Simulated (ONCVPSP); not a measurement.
**Si: one change to an ONCV potential, before and after**

Si (Z = 14), optimised norm-conserving Vanderbilt (ONCV), made with ONCVPSP 4.0.1 (PBE, scalar-relativistic). Core [Ne], reference 3s2 3p2. Waves: 3s: rc 1.55 bohr, ncon 3, nbas 6, qcut 4.5 1/bohr, 2 projectors, debl 1.4 Ha; 3p: rc 2.35 bohr, ncon 5, nbas 10, qcut 3.6 1/bohr, 1 projector; d scattering state at 0.33 Ha: rc 2.30 bohr, ncon 4, nbas 8, qcut 4.3 1/bohr, 3 projectors, debl 2.7 Ha. Local part: polynomial inside 1.35 bohr (lpopt 5, dvloc0 0 Ha). Core correction: Teter function, fcfact 4.5, rcfact 1.45.

Change: functional LDA (Perdew-Zunger).

Cutoffs: the cutoffs (Ha) at which the residual kinetic energy of the hardest occupied pseudo-wave falls to 1 and 0.1 mHa per electron; they do not see the model core or the augmentation charge, which bear on the density cutoff. Errors are all-electron minus pseudo energies relative to the spin-unpolarised reference configuration.

**Question.** How do hardness, ghosts and transferability respond?

**Answer.** The potential gets neither clearly harder nor softer (7.9 Ha and 10 Ha → 8.0 Ha and 11 Ha); of the 4 tests that both files solve, the error grows in 2 and shrinks in 1 by more than 15 % and 0.3 meV (median size 2.8 → 2.7 meV); neither file shows a bound ghost.

| quantity | base | changed |
| --- | --- | --- |
| cutoff, loose | 7.9 Ha | 8.0 Ha |
| cutoff, tight | 10 Ha | 11 Ha |
| loose cutoff by channel | s 7.9 Ha, p 3.1 Ha | s 8.0 Ha, p 3.2 Ha |
| bound ghosts | none | none |
| GHOST(+) flags under 300 eV | s at 83.4 eV | s at 99.4 eV |
| error for 3s2 3p1, meV [ΔE 7.74 → 7.83 eV] | +2.5 | +0.4 |
| error for 3s2 3p0, meV [ΔE 23.73 → 23.94 eV] | +3.1 | -4.7 |
| error for 3s1 3p0, meV [ΔE 57.70 → 58.09 eV] | -16 | -31 |
| error for 3s1 3p3, meV [ΔE 6.81 → 6.81 eV] | -0.6 | +0.6 |
| s: phases at 1.58 bohr within 0.05 rad from the reference energy up to (Ha; the scan ends near 5) | 2.8 | 3.4 |
| p: phases at 2.38 bohr within 0.05 rad from the reference energy up to (Ha; the scan ends near 5) | 1.1 | 1.2 |
| d: phases at 2.34 bohr within 0.05 rad from the reference energy up to (Ha; the scan ends near 5) | to the end of the scan | to the end of the scan |
| rms error of d²Exc/dni dnj with the model core, mHa | 0.85 | 0.20 |

Base: The cutoffs count occupied waves only; projector 2 of the d channel, the hardest unoccupied one, needs 50 Ha at the loose tolerance. Changed file: The cutoffs count occupied waves only; projector 2 of the d channel, the hardest unoccupied one, needs 50 Ha at the loose tolerance.
